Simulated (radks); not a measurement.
Results of a calculation; reference values are marked as such.
Problem. These are the eigenvalues of the occupied orbitals of an atom or ion with whole-number occupations (eV). Level of theory: Dirac Kohn-Sham, LDA (Slater exchange, Perdew-Wang correlation), spin-unpolarised, spherical densities, point nucleus (a radial shooting solver on a logarithmic mesh with Libxc functionals).

orbital  eigenvalue
1s1/2     -59215.98
2s1/2     -10028.06
2p1/2     -9563.226
2p3/2     -8584.206
3s1/2     -2293.674
3p1/2     -2088.821
3p3/2     -1882.210
3d3/2     -1531.648
3d5/2     -1486.470
4s1/2     -492.0782
4p1/2     -409.6665
4p3/2     -362.5135
4d3/2     -226.5894
4d5/2     -217.9537
5s1/2      -96.2250
5p1/2      -72.4005
5p3/2      -65.5102
4f5/2      -52.3730
4f7/2      -51.0202
7p1/2      -12.2833
7p3/2      -11.8218

Which element is it, and in what charge state? The configuration may be excited. Open shells, if any, are shared by 2j + 1.

Solution. Z = 69, thulium, charge +3: Tm3+ in [Xe] 4f11 7p1. The list shows which subshells hold electrons but not how many an open one holds; the 1s level, -2176.1 hartree, gives Z - s = 66.0 by -(Z - s)^2/2, which with screening and relativity narrows Z to a few neighbours, and the depths of the outer levels then fix element, charge and occupations together.
